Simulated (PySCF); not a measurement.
Worked example: dipole moment from atomic charges

TeCl4, SMILES Cl[Te](Cl)(Cl)Cl. Atoms are numbered in the order given.

```xyz
5

Te     0.0000     0.0000     0.4224
Cl     1.8178     0.0000    -1.0954
Cl     0.0000     2.4721     0.4494
Cl    -1.8178     0.0000    -1.0954
Cl     0.0000    -2.4721     0.4494
```
Charge 0, spin multiplicity 1.

The structure is a stationary point at B3LYP-D3(BJ)/def2-SVP. The isomer is the one that the SMILES or the coordinates give; other isomers of the formula were not compared. The def2 effective core potentials stand for the cores of Te; spin–orbit coupling is left out.

Charges (e) from ωB97X/def2-TZVP (PySCF):

```json
[
 {"atom": "Te1", "Mulliken": "1.012", "ESP fit": "0.699"},
 {"atom": "Cl2", "Mulliken": "-0.163", "ESP fit": "-0.074"},
 {"atom": "Cl3", "Mulliken": "-0.343", "ESP fit": "-0.276"},
 {"atom": "Cl4", "Mulliken": "-0.163", "ESP fit": "-0.074"},
 {"atom": "Cl5", "Mulliken": "-0.343", "ESP fit": "-0.276"}
]
```

The dipole moment of the full density is 0.98 D.

What dipole moment does each set of point charges give, and which comes closer to that of the density?


μ = Σ q r, and 1 e Å = 4.8032 D.
Mulliken: Σ q r = (0.000, 0.000, 0.476) e Å, |μ| = 2.29 D.
ESP fit: Σ q r = (0.000, 0.000, 0.209) e Å, |μ| = 1.01 D.
ESP fit comes closer in size. Point charges leave out the atoms' own dipoles (lone pairs, polarised bonds); fits to the potential absorb them, partitions of the density don't.
